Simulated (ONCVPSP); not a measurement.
## What one change does to a pseudopotential (bromine, ONCV)

ONCVPSP 4.0.1 input, shortened (lines: element, Z, core and valence counts, functional; n l f; lmax; l rc ep ncon nbas qcut; lloc lpopt rc5 dvloc0; l nproj debl; icmod fcfact rcfact), BLYP, scalar-relativistic:

```
  Br 35.00    3    5  -106131      upf
    1    0    2.00
    2    0    2.00
    2    1    6.00
    3    0    2.00
    3    1    6.00
    3    2   10.00
    4    0    2.00
    4    1    4.50
    2
    0    1.10    0.00    5    9    8.50
    1    1.15    0.00    4    8    9.60
    2    1.10    0.00    4    9   11.90
    2    5    1.10    0.00
    0    2    3.50
    1    2    2.70
    2    0    2.30
    2    0.35    0.70
```

All-electron outer shells of the reference configuration (BLYP, scalar-relativistic, ld1.x):

```csv
shell,level (eV),outermost node (bohr),outermost maximum (bohr)
2s,-1738.76,0.06,0.16
2p,-1534.49,–,0.13
3s,-243.08,0.23,0.48
3p,-178.62,0.21,0.48
3d,-71.96,–,0.43
4s,-24.98,0.67,1.41
4p,-12.35,0.70,1.64
```

Change: d: nproj 1; local potential polynomial inside 0.85 bohr (lpopt 1, dvloc0 6 Ha).

Cutoffs: the cutoffs (Ha) at which the residual kinetic energy of the hardest occupied pseudo-wave falls to 1 and 0.1 mHa per electron; they do not see the model core or the augmentation charge, which bear on the density cutoff. Errors are all-electron minus pseudo energies relative to the spin-unpolarised reference configuration.

Question: What does the change do?

Answer: The potential gets neither clearly harder nor softer (79 Ha and 249 Ha → 79 Ha and 249 Ha); the bound ghost in s disappears; of the 4 tests that both files solve, the error grows in 0 and shrinks in 2 by more than 15 % and 0.3 meV (median size 4.0 → 2.8 meV); the range in which the s phases agree widens (upper end 1.6 → at the end of the scan); the range in which the d phases agree widens (upper end -1.6 → -0.4). In the separable form a ghost depends on how the local part lies against the semilocal potential of the channel, so the choice of the local part can create or remove one.

```tsv
quantity	base	changed
cutoff, loose	79 Ha	79 Ha
cutoff, tight	249 Ha	249 Ha
bound ghosts	s	none
GHOST(+) flags under 300 eV	none	none
error for 3s2 3p6 3d10 4s2 4p5, meV [ΔE -5.00 eV]	+0.6	+0.7
error for 3s2 3p6 3d10 4s2 4p4, meV [ΔE 7.40 eV]	-1.2	-1.0
error for 3s2 3p6 3d10 4s2 4p3, meV [ΔE 30.02 eV]	-6.8	-4.7
error for 3s2 3p6 3d10 4s2 4p2, meV [ΔE 63.90 eV]	-20	-11
s: phases at 1.11 bohr within 0.05 rad from the reference energy up to (Ha; the scan ends near 5)	1.6	to the end of the scan
p: phases at 1.17 bohr within 0.05 rad from the reference energy up to (Ha; the scan ends near 5)	to the end of the scan	to the end of the scan
d: phases at 1.11 bohr within 0.05 rad from the reference energy up to (Ha; the scan ends near 5)	-1.6	-0.4
rms error of d²Exc/dni dnj with the model core, mHa	1.88	1.91
```

 A true bound ghost makes a file unfit for plane-wave use even where its test errors are small: the radial tests pick states by their node count and pass the ghost by.
